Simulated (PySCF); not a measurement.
## F⁺: excitation energy

F⁺ [He] 2s2 2p4 (3P) → F⁺ [He] 2s1 2p5 (3P), as a difference of total energies. Computed with PySCF 2.14 in x2c-QZVPPall with one added diffuse shell each of s, p, d, f type (8s5p4d3f1g, 73 functions), with scalar relativity by spin-free X2C-1e. Correlated levels: valence: 1s2 frozen. The calculations carry no spin-orbit coupling.

```
           method  excitation energy (eV)
              UHF                  21.795
    MP2 (valence)                  20.818
SCS-MP2 (valence)                  20.730
   CCSD (valence)                  20.577
CCSD(T) (valence)                  20.487
```

Task: How much does correlation contribute at CCSD(T) (valence)?

Result: 20.487 − (21.795) = -1.308 eV, measured against UHF.

Errors of the correlated levels include the incompleteness of this basis and the frozen core.

For comparison: 20.431 eV (measured; NIST levels, between the centres of gravity of the two terms).
